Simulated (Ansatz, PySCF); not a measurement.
Reaction (SMILES): SS (H2S2) → [S-]S + H+
Geometries: B3LYP-D3(BJ)/def2-TZVP minima from Ansatz (a quantum-chemistry and plane-wave program), one conformer each, not searched for the lowest.

Quantity: gas-phase deprotonation energy (0 K, with B3LYP-D3(BJ) harmonic zero-point energies from PySCF), in eV. Valence correlation only, unless marked. Spin-orbit coupling is left out. No relativistic terms. Anions need diffuse functions: aug- sets have them; def2-D sets add few; the other sets have none. CBS(X,Y): correlation extrapolated as X^-3; Hartree-Fock from the larger set.

```csv
level,program,gas-phase deprotonation energy (eV)
PBE-D3(BJ)/def2-TZVPD,Ansatz + dftd3,14.79
PBE0/def2-QZVPP,Ansatz,___
CAM-B3LYP-D3(BJ)/def2-TZVPD,Ansatz + dftd3,14.79
RPA@PBE/cc-pV(T+d)Z,Ansatz,___
RPA@PBE/cc-pV(Q+d)Z,Ansatz,15.19
SCS-MP2/STO-3G,Ansatz,21.16
SCS-MP2/aug-cc-pV(D+d)Z,Ansatz,14.81
CCSD/def2-TZVPP,Ansatz,15.20
"CCSD(T)/CBS(def2-TZVPPD,def2-QZVPPD)",Ansatz,14.82
```

### Question
Complete the blanks.

### Answer

- PBE0/def2-QZVPP, gas-phase deprotonation energy (eV): 14.95
- RPA@PBE/cc-pV(T+d)Z, gas-phase deprotonation energy (eV): 15.44
